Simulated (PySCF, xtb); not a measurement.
C2H6OSTe, SMILES CO[Te]SC.

Coordinates come from a PBE0-D3(BJ)/def2-SVP optimisation. The structure was generated by enumeration, and PubChem lists no compound with its InChIKey, so it may never have been made. The def2 effective core potentials stand for the cores of Te; spin–orbit coupling is left out. One conformer was computed; it need not be the lowest.

These are IEF-PCM-M06-2X/def2-SVP run with PySCF values and carry that method's errors.

The values are the electrostatic part of the solvation free energy, E(continuum) − E(gas) at the gas-phase geometry, in a cavity of scaled van der Waals radii (PySCF's table); cavitation and dispersion terms are not included. In vacuum the orbital gap is 6.96 eV. The dipole moment in vacuum is 0.84 D.

Computed values in water (ε = 78.36), diethylether (ε = 4.24), chlorobenzene (ε = 5.70):
```tsv
solvent	ε	ΔG(elec) (kcal/mol)	dipole (D)	gap (eV)
water	78.36	-4.3	1.15	7.05
diethylether	4.24	-2.9	1.05	7.02
chlorobenzene	5.70	-3.2	1.07	7.03
```

For comparison, GFN2-xTB/ALPB(water) (xtb, at the GFN2-xTB geometry, all terms of that model) gives -2.6 kcal/mol.
